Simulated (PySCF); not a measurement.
PySCF input (M06-2X/6-311+G**):

```python
from pyscf import gto, dft

mol = gto.M(
    atom='''
    C    -0.00000000   -0.00000000   -1.23960500
    N     0.00000000    0.00000000    0.00000000
    C     0.00000000    0.00000000    1.23960500
    ''',
    basis='6-311+g**',
    charge=0,
    spin=1,
    symmetry='D2h',
    verbose=4,
)

mf = dft.UKS(mol, xc='m062x')
mf.grids.level = 4
mf.conv_tol = 1e-9
mf.max_cycle = 100
mf.max_memory = 1500
mf.kernel()
if not mf.converged:
    mf = mf.newton()
    mf.kernel(mf.make_rdm1())
mf.dip_moment()
```

Output:

```
PySCF version 2.14.0

[INPUT] verbose = 4
[INPUT] num. atoms = 3
[INPUT] num. electrons = 19
[INPUT] charge = 0
[INPUT] spin (= nelec alpha-beta = 2S) = 1
[INPUT] symmetry D2h subgroup None
[INPUT] Mole.unit = angstrom
[INPUT] Symbol           X                Y                Z      unit          X                Y                Z       unit  Magmom
[INPUT]  1 C      0.000000000000   0.000000000000  -1.239605000000 AA    0.000000000000   0.000000000000  -2.342513952641 Bohr   0.0
[INPUT]  2 N      0.000000000000   0.000000000000   0.000000000000 AA    0.000000000000   0.000000000000   0.000000000000 Bohr   0.0
[INPUT]  3 C      0.000000000000   0.000000000000   1.239605000000 AA    0.000000000000   0.000000000000   2.342513952641 Bohr   0.0

nuclear repulsion = 43.5429636971777
point group symmetry = Dooh, use subgroup D2h
symmetry origin: [0. 0. 0.]
symmetry axis x: [1. 0. 0.]
symmetry axis y: [0. 1. 0.]
symmetry axis z: [0. 0. 1.]
num. orbitals of irrep Ag = 18
num. orbitals of irrep B1g = 2
num. orbitals of irrep B2g = 6
num. orbitals of irrep B3g = 6
num. orbitals of irrep Au = 1
num. orbitals of irrep B1u = 15
num. orbitals of irrep B2u = 9
num. orbitals of irrep B3u = 9
number of shells = 30
number of NR pGTOs = 105
number of NR cGTOs = 66
basis = 6-311+g**
ecp = {}

******** <class 'pyscf.dft.uks_symm.SymAdaptedUKS'> ********
method = SymAdaptedUKS
initial guess = minao
damping factor = 0
level_shift factor = 0
DIIS = <class 'pyscf.scf.diis.CDIIS'>
diis_start_cycle = 1
diis_space = 8
diis_damp = 0
SCF conv_tol = 1e-09
SCF conv_tol_grad = None
SCF max_cycles = 100
direct_scf = True
direct_scf_tol = 1e-13
number electrons alpha = 10  beta = 9
XC library pyscf.dft.libxc version 7.1.2
    S. Lehtola, C. Steigemann, M. J. T. Oliveira, and M. A. L. Marques,  SoftwareX 7, 1–5 (2018)
XC functionals = m062x
    Y. Zhao and D. G. Truhlar,  Theor. Chem. Acc. 120, 215 (2008)
    Y. Zhao and D. G. Truhlar,  Theor. Chem. Acc. 120, 215 (2008)
radial grids:
    Treutler-Ahlrichs [JCP 102, 346 (1995); DOI:10.1063/1.469408] (M4) radial grids

becke partition: Becke, JCP 88, 2547 (1988); DOI:10.1063/1.454033
pruning grids: <function nwchem_prune>
grids dens level: 4
symmetrized grids: D2h
atomic radii adjust function: <function treutler_atomic_radii_adjust>
small_rho_cutoff = 0
Freeze 0 electrons in irreps []
    19 free electrons in irreps Ag B1g B2g B3g Au B1u B2u B3u
Set gradient conv threshold to 3.16228e-05
tot grids = 85096
init E= -131.092362803551
alpha HOMO (B2g) = -0.13521393727604  LUMO (B3g) = -0.135213937276039
beta  HOMO (B1u) = -0.320414624112047  LUMO (B2g) = -0.13521393727604

WARN: HOMO -0.13521393727604 >= LUMO -0.13521393727604

WARN: alpha-B2g HOMO -0.13521393727604 > system LUMO -0.13521393727604

cycle= 1 E= -130.715841161543  delta_E= 0.377  |g|= 0.162  |ddm|= 1.21
alpha HOMO (B2g) = -0.316002720031541  LUMO (B3g) = -0.161573201589032
beta  HOMO (B1u) = -0.440172573997341  LUMO (B3g) = -0.147167145315393
  HOMO = -0.316002720032  LUMO = -0.161573201589  gap/eV = 4.20224
cycle= 2 E= -130.731744766701  delta_E= -0.0159  |g|= 0.0558  |ddm|= 0.252
alpha HOMO (B2g) = -0.288945929813155  LUMO (B3g) = -0.127732550191238
beta  HOMO (B1u) = -0.412002303047853  LUMO (B3g) = -0.111738078746428
  HOMO = -0.288945929813  LUMO = -0.127732550191  gap/eV = 4.38684
cycle= 3 E= -130.733599921079  delta_E= -0.00186  |g|= 0.0125  |ddm|= 0.092
alpha HOMO (B2g) = -0.294322211735665  LUMO (B3g) = -0.129903830339716
beta  HOMO (B1u) = -0.413916569178955  LUMO (B3g) = -0.111617754349654
  HOMO = -0.294322211736  LUMO = -0.12990383034  gap/eV = 4.47405
cycle= 4 E= -130.73385843424  delta_E= -0.000259  |g|= 0.00476  |ddm|= 0.0245
alpha HOMO (B2g) = -0.295615598790712  LUMO (B3g) = -0.12997694655693
beta  HOMO (B1u) = -0.412691529826908  LUMO (B3g) = -0.110409337632798
  HOMO = -0.295615598791  LUMO = -0.129976946557  gap/eV = 4.50726
cycle= 5 E= -130.733906612676  delta_E= -4.82e-05  |g|= 0.00127  |ddm|= 0.0106
alpha HOMO (B2g) = -0.295980096661506  LUMO (B3g) = -0.130284419546378
beta  HOMO (B1u) = -0.412641708591803  LUMO (B3g) = -0.110258710173241
  HOMO = -0.295980096662  LUMO = -0.130284419546  gap/eV = 4.50881
cycle= 6 E= -130.7339098707  delta_E= -3.26e-06  |g|= 0.00049  |ddm|= 0.00275
alpha HOMO (B2g) = -0.295963341252168  LUMO (B3g) = -0.130303983497445
beta  HOMO (B1u) = -0.412634508900144  LUMO (B3g) = -0.110214357646742
  HOMO = -0.295963341252  LUMO = -0.130303983497  gap/eV = 4.50782
cycle= 7 E= -130.7339099981  delta_E= -1.27e-07  |g|= 0.000287  |ddm|= 0.000477
alpha HOMO (B2g) = -0.295949350812989  LUMO (B3g) = -0.130327332951134
beta  HOMO (B1u) = -0.412621021305114  LUMO (B3g) = -0.110189887513201
  HOMO = -0.295949350813  LUMO = -0.130327332951  gap/eV = 4.50680
cycle= 8 E= -130.733910047358  delta_E= -4.93e-08  |g|= 2.52e-05  |ddm|= 0.000375
alpha HOMO (B2g) = -0.295947986652663  LUMO (B3g) = -0.130338651853309
beta  HOMO (B1u) = -0.412624482801544  LUMO (B3g) = -0.110188450005321
  HOMO = -0.295947986653  LUMO = -0.130338651853  gap/eV = 4.50646
cycle= 9 E= -130.733910048617  delta_E= -1.26e-09  |g|= 3.83e-06  |ddm|= 4.95e-05
alpha HOMO (B2g) = -0.295947565630721  LUMO (B3g) = -0.130339505022191
beta  HOMO (B1u) = -0.412624384468852  LUMO (B3g) = -0.110187391996838
  HOMO = -0.295947565631  LUMO = -0.130339505022  gap/eV = 4.50642
cycle= 10 E= -130.733910048647  delta_E= -2.98e-11  |g|= 5.08e-07  |ddm|= 9.8e-06
alpha HOMO (B2g) = -0.29594769982667  LUMO (B3g) = -0.130339637751876
beta  HOMO (B1u) = -0.412624433041767  LUMO (B3g) = -0.110187381845203
  HOMO = -0.295947699827  LUMO = -0.130339637752  gap/eV = 4.50642
Extra cycle  E= -130.733910048647  delta_E= -3.41e-13  |g|= 1.77e-07  |ddm|= 9.34e-07
converged SCF energy = -130.733910048647  <S^2> = 0.76696364  2S+1 = 2.0168923
Dipole moment(X, Y, Z, Debye):  0.00000,  0.00000,  0.00000
```

The geometry given is a B3LYP-D3(BJ)/def2-TZVP minimum.
